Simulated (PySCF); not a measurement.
# Electronic structure of P (phosphorus, neutral) at the UHF level

Configuration: [Ne] 3s2 3p3, high-spin 4S determinant. Calculation: PySCF 2.14, in aug-cc-pV(D+d)Z (5s4p3d, 32 functions); no relativity, point nucleus.

| Property | Result |
| --- | --- |
| Total energy | -340.709958 hartree |
| One-electron energy | -471.4567 hartree |
| Hartree (Coulomb) energy | 153.3838 hartree |
| Exchange energy | -22.6371 hartree |
| Kinetic energy | 340.68703 hartree |
| ⟨S²⟩ | 3.7505 |
| ⟨L²⟩ | 0.000 |
| Sum of ⟨r⟩ | 15.00 bohr |
| Sum of ⟨r²⟩ | 30.41 bohr² |
| Density at the nucleus (Gaussians lack the cusp) | 2130 bohr⁻³ |
| Spin density at the nucleus | 0.0567 bohr⁻³ |
| Langevin diamagnetic susceptibility | -24.1 ×10⁻⁶ cm³/mol |
| Time after the integrals | 0.07 s of wall time on 1 thread of Intel(R) Xeon(R) Platinum 8559C (shared host) |

```json
{"shell": "1s α", "electrons": "1", "mean orbital energy (hartree)": "-79.98224", "rms radius, mean of both spins (bohr)": "0.120"}
{"shell": "1s β", "electrons": "1", "mean orbital energy (hartree)": "-79.96291", "rms radius, mean of both spins (bohr)": "0.120"}
{"shell": "2s α", "electrons": "1", "mean orbital energy (hartree)": "-7.52414", "rms radius, mean of both spins (bohr)": "0.562"}
{"shell": "2s β", "electrons": "1", "mean orbital energy (hartree)": "-7.50226", "rms radius, mean of both spins (bohr)": "0.562"}
{"shell": "2p α", "electrons": "3", "mean orbital energy (hartree)": "-5.42251", "rms radius, mean of both spins (bohr)": "0.540"}
{"shell": "2p β", "electrons": "3", "mean orbital energy (hartree)": "-5.38383", "rms radius, mean of both spins (bohr)": "0.540"}
{"shell": "3s α", "electrons": "1", "mean orbital energy (hartree)": "-0.83745", "rms radius, mean of both spins (bohr)": "2.09"}
{"shell": "3s β", "electrons": "1", "mean orbital energy (hartree)": "-0.55832", "rms radius, mean of both spins (bohr)": "2.09"}
{"shell": "3p α", "electrons": "3", "mean orbital energy (hartree)": "-0.39229", "rms radius, mean of both spins (bohr)": "2.53"}
```
